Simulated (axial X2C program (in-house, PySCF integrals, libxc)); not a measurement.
## InH⁻: cheaper levels and CCSD(T), two-component

Computed with an in-house all-electron X2C program for linear molecules (integrals from PySCF). Two-component (2c) means X2C with spin–orbit coupling and atomic mean-field two-electron Coulomb and Gaunt terms. Basis: In dyall-acv3z [12s13p10d5f1g], H dyall-av3z [7s3p2d] (cores contracted in-house); Gaussian nuclei, density fitting, unrestricted open shells. Masses: In 114.904 u, H 1.008 u.

State: Ω = 1/2 (⟨Sz⟩ = -0.50, ⟨Lz⟩ = 1.00 at HF); fragments In + H- for PBE0, MP2, TPSSh, CCSD(T); In- + H for HF.

| level | Re (Å) | ωe (cm⁻¹) | De (eV) |
| --- | --- | --- | --- |
| PBE0 | 1.886 | 1285.4 | n/a |
| HF | 1.883 | 1330.9 | n/a |
| MP2 | 1.866 | 1311.7 | 2.13 |
| TPSSh | 1.888 | 1286.4 | n/a |

Correlated methods: 15 electrons correlated (number of frozen shells: In 4 s, 3 p, 1 d; H none), 241 virtual spin orbitals or spinors in MP2, 90 natural virtuals in coupled cluster.

CCSD(T), same Hamiltonian and basis:

Re = 1.886 Å, ωe = 1258.9 cm⁻¹; T1 = 0.019 (Lee–Taylor normalisation).

(1) Give the differences from CCSD(T) in the columns below.

The state is one determinant whose occupation by symmetry is held fixed; it was picked as the lowest of a PBE0 search that is not exhaustive. Dissociation energies refer to the lowest single-determinant-based atoms at the same level and basis. De is not given where an atomic determinant may have missed its ground term or J level, or where the truncated virtual space spoils (T). Density functionals use the spin component along the axis (collinear). CCSD and (T) use frozen natural virtuals with an MP2 correction for the truncation; (T) itself is uncorrected, so its De runs slightly low. The functionals have no current-density term, which raises determinants with orbital currents, atoms included. The highest occupied level of some functionals is positive through self-interaction error; at Hartree–Fock it is bound.

## Answers

(1) 

```
level  ΔRe (Å)  Δωe (cm⁻¹)
 PBE0    0.000          26
   HF   -0.003          72
  MP2   -0.020          53
TPSSh    0.002          28
```
